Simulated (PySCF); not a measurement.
CH8Ge2, SMILES [GeH3][CH2][GeH3]. Heavy atoms are numbered as in [GeH3:1][CH2:2][GeH3:3]. Hydrogens are named by the atom that carries them.

The structure is a stationary point at TPSSh-D3(BJ)/def2-SVP.

Method: PySCF with PBE/pcSseg-1.

GIAO shieldings, no solvent; atoms alike by connectivity are averaged. δ = σ(ref) − σ: ⁷³Ge against GeH4 (σ = 1614.4 ppm); ¹³C against TMS (σ = 182.0 ppm); ¹H against TMS (σ = 31.49 ppm), references at their B3LYP-D3(BJ)/def2-TZVP geometries, non-relativistic.

```
nucleus       atoms  count  δ (ppm)
-------  ----------  -----  -------
⁷³Ge     Ge1 (GeH3)      2    127.5
¹³C        C2 (CH2)      1     -8.1
¹H         H on Ge1      6     4.31
¹H          H on C2      2     0.49
```
